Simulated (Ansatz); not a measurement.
```yaml
crystal:
  periodic: [false, false, false]
  atoms:
    - {symbol: F, position_ang: [0.821260, 1.103665, -1.886719]}
    - {symbol: C, position_ang: [0.933234, 0.031945, -1.017958]}
    - {symbol: C, position_ang: [-0.092256, 0.067732, 0.040244]}
    - {symbol: C, position_ang: [-0.321398, -0.800087, 1.074570]}
    - {symbol: Al, position_ang: [-1.530776, 0.596766, 1.089405]}
    - {symbol: H, position_ang: [1.938599, 0.064825, -0.582109]}
    - {symbol: H, position_ang: [0.843222, -0.884756, -1.612370]}
    - {symbol: H, position_ang: [0.230895, -1.708446, 1.314065]}
    - {symbol: H, position_ang: [-2.734379, 1.481955, 1.563671]}
basis:
  gaussian: {orbitals: def2-mTZVP, nuclear_model: gaussian, point_charges: [{charge: 1.00, position_ang: [5.938, -0.587, 0.013]}]}
magnetization: {spin_polarized: true, initial_magnetization: 0}
hamiltonian: {xc: {name: BLYP}}
scf: {max_iter: 3}
```

```sh
$ ansatz run in.yaml --threads 2 --pin off --events-out ev --progress --plain --max-ram 4352MiB
```

Output, abridged:

```
Error: invalid value for `basis.gaussian`: such a run doesn't read scf.max_iter; remove what it names
```

**Question.** Something in this input is off. What?

**Answer.** The input holds a key that doesn't belong there. The program refused the input.
